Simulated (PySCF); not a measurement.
C3H9BN2, SMILES C=CCB(N)N. Atoms are numbered in the order given.

```xyz
15

C      2.1842    -1.2984    -0.0461
C      1.5841    -0.1387     0.2602
C      0.5633     0.5721    -0.5752
B     -0.9384     0.3689    -0.0333
N     -1.2547    -0.8405     0.6331
N     -1.9049     1.3868    -0.2560
H      1.9993    -1.8031    -1.0008
H      2.8900    -1.7778     0.6381
H      1.8103     0.3203     1.2320
H      0.5998     0.1965    -1.6146
H      0.7949     1.6519    -0.6196
H     -2.1710    -1.0926     0.9833
H     -0.5410    -1.5429     0.7950
H     -2.8797     1.3180     0.0129
H     -1.6829     2.2509    -0.7338
```
Charge 0, spin multiplicity 1.

Geometry: TPSSh-D3(BJ)/def2-SVP. The structure was generated by enumeration, and PubChem lists no compound with its InChIKey, so it may never have been made. One conformer was computed; it need not be the lowest.

Method: PySCF with TDA-PBE/def2-SVPD.

Vertical excitations. Gas-phase values at a fixed geometry.

Q: Give excitation energies, oscillator strengths and character. (The exact figures need the calculation; the answer reports its results.)

A: 
```
state  energy (eV)  λ (nm)      f                                                                  main pairs
-----  -----------  ------  -----  --------------------------------------------------------------------------
S1            5.06     245  0.004                                                              HOMO→LUMO 96 %
S2            5.27     235  0.000                                                           HOMO→LUMO+1 100 %
S3            5.57     223  0.001                                                          HOMO−1→LUMO+1 99 %
S4            6.31     197  0.011                                                            HOMO→LUMO+2 92 %
S5            6.49     191  0.028                                                            HOMO→LUMO+3 85 %
S6            6.57     189  0.111  HOMO−1→LUMO 31 %, HOMO−1→LUMO+3 21 %, HOMO→LUMO+3 13 %, HOMO−1→LUMO+4 11 %
S7            6.59     188  0.019                                                          HOMO−1→LUMO+2 90 %
S8            6.63     187  0.009                                                            HOMO−2→LUMO 79 %
S9            6.74     184  0.024                                                            HOMO→LUMO+5 84 %
S10           6.85     181  0.032                                      HOMO−2→LUMO+1 76 %, HOMO−1→LUMO+3 12 %
T1            4.37     284      0                                                            HOMO−1→LUMO 91 %
T2            4.98     249      0                                                              HOMO→LUMO 94 %
T3            5.12     242      0                                                            HOMO→LUMO+1 99 %
T4            5.52     225      0                                                          HOMO−1→LUMO+1 99 %
```
Triplets are in the Tamm–Dancoff approximation.
